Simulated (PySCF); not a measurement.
Molecule (SMILES): NB (BH2-NH2).
Geometry (B3LYP-D3(BJ)/def2-TZVP, fixed):
```
B
N 1 1.3876
H 2 1.0069 1 123.31
H 2 1.0069 3 113.37 1 180.00
H 1 1.1928 2 119.04 3 0.00
H 1 1.1928 5 121.92 2 180.00
```

Basis-set convergence of the mean static polarisability at HF with PySCF. All functions are spherical. Density fitting with generated auxiliary sets. In sets without p functions on hydrogen, species with hydrogen take exact integrals. No added dispersion term, no relativity. Reference: the value in d-aug-cc-pVTZ, 24.66 bohr³, itself unsure by roughly 0.3 % (its mean distance from aug-pcseg-2, aug-cc-pVTZ). Deviations are taken from unrounded values. Cost is core time over that of d-aug-cc-pVDZ, rough, on shared machines of one kind; a dash marks a row that isn't timed (too short, read off another run, short of memory, by another algorithm or on other hardware).

```json
[
 {"basis": "STO-3G", "functions": "14", "mean static polarisability (bohr³)": "9.64", "minus reference (%)": "-60.9", "cost": "-"},
 {"basis": "pcseg-0", "functions": "26", "mean static polarisability (bohr³)": "18.27", "minus reference (%)": "-25.9", "cost": "-"},
 {"basis": "cc-pVDZ", "functions": "48", "mean static polarisability (bohr³)": "19.99", "minus reference (%)": "-19.0", "cost": "-"},
 {"basis": "def2-SVPD", "functions": "72", "mean static polarisability (bohr³)": "23.98", "minus reference (%)": "-2.8", "cost": "-"},
 {"basis": "aug-pcseg-1", "functions": "82", "mean static polarisability (bohr³)": "24.24", "minus reference (%)": "-1.7", "cost": "-"},
 {"basis": "d-aug-cc-pVDZ", "functions": "116", "mean static polarisability (bohr³)": "24.73", "minus reference (%)": "0.3", "cost": "1×"},
 {"basis": "def2-TZVPPD", "functions": "142", "mean static polarisability (bohr³)": "24.54", "minus reference (%)": "-0.5", "cost": "2×"},
 {"basis": "cc-pVQZ", "functions": "230", "mean static polarisability (bohr³)": "23.59", "minus reference (%)": "-4.4", "cost": "8×"},
 {"basis": "def2-QZVPP", "functions": "234", "mean static polarisability (bohr³)": "23.87", "minus reference (%)": "-3.2", "cost": "9×"}
]
```
